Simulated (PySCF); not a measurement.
# Electron correlation in Cu (copper, neutral)

[Ar] 3d9 4s2, 2D determinant (an excited configuration). All numbers are calculated (PySCF 2.14, scalar relativity by spin-free X2C-1e, in ANO-RCC-VTZP (6s5p3d2f1g, 59 functions)). Frozen: [Ne]; 19 electrons correlated.

```tsv
level	correlation energy (mhartree)
CCSD	-729.37
(T)	-18.39
CCSD(T)	-747.76
```

Diagnostics: T1 = 0.017, D1 = 0.0565, largest double amplitude 0.111.

Cost of the coupled-cluster step: roughly 15 core-seconds, for 19 correlated electrons.
